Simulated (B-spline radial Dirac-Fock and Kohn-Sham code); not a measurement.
# The K (1s) hole of neodymium ions: width and yield against charge

The computed values come from an atomic code on a B-spline grid: independent-particle radiative and Coulomb Auger rates from relativistic LDA hole-state orbitals, with Dirac-Fock energies. Tabulated ground configurations, configuration averages; single configurations, so decays that open only by mixing (as 1s 2s² with 1s 2p² in Be-like ions) are missing and such tiny yields are far too low.

```
 ion          configuration  radiative (eV)  non-radiative (eV)  yield
  Nd           [Xe] 4f4 6s2            15.6                1.33  0.921
 Nd⁺           [Xe] 4f4 6s1            15.6                1.33  0.921
Nd²⁺               [Xe] 4f4            15.6                1.33  0.921
Nd³⁺               [Xe] 4f3            15.6                1.33  0.921
Nd⁴⁺               [Xe] 4f2            15.6                1.33  0.921
Nd⁵⁺  [Kr] 4d10 4f2 5s2 5p5            15.6                1.33  0.921
Nd⁶⁺  [Kr] 4d10 4f2 5s2 5p4            15.6                1.33  0.921
Nd⁷⁺  [Kr] 4d10 4f2 5s2 5p3            15.5                1.33  0.921
```
